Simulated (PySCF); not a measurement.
**Shieldings and the share of exact exchange**

Molecule: `InChI=1S/C3H10Si/c1-3(2)4/h3H,1-2,4H3`.

Mapped SMILES: `[CH3:1][CH:2]([CH3:3])[SiH3:4]`. Each H is labelled by its parent atom.

GIAO shieldings (ppm, equivalent atoms averaged) in PySCF 2.14 on the PBE0-D3(BJ)/def2-SVP geometry, basis pcSseg-2, gas phase, non-relativistic:

| functional | exact exchange (%) | σ(C1/C3) | σ(C2) | σ(Si4) |
| --- | --- | --- | --- | --- |
| BLYP | 0 | 152.1 | 157.2 | 368.4 |
| BP86 | 0 | 156.7 | 163.1 | 379.3 |
| PBE | 0 | 156.9 | 163.3 | 380.8 |
| PBE0 | 25 | 162.5 | 170.7 | 394.6 |
| mPW1PW91 | 25 | 162.0 | 170.0 | 393.1 |
| BHandHLYP | 50 | 163.1 | 171.4 | 396.8 |
| HF | 100 | 171.6 | 182.3 | 428.6 |

Q: Fit each shielding as a line in the percentage of exact exchange.

A: σ(C1/C3) = 156.1 + 0.16 x (rms 2.0 ppm); σ(C2) = 162.4 + 0.21 x (rms 2.6 ppm); σ(Si4) = 377.2 + 0.51 x (rms 4.8 ppm). The functionals also differ in their semilocal parts, which the line can't hold; Hartree–Fock has no correlation at all.

Q: What does the line predict for B3LYP (20 %), and what does the run give?

A: σ(C1/C3): 159.3 predicted, 157.0 computed; σ(C2): 166.6 predicted, 163.7 computed; σ(Si4): 387.4 predicted, 379.8 computed ppm.
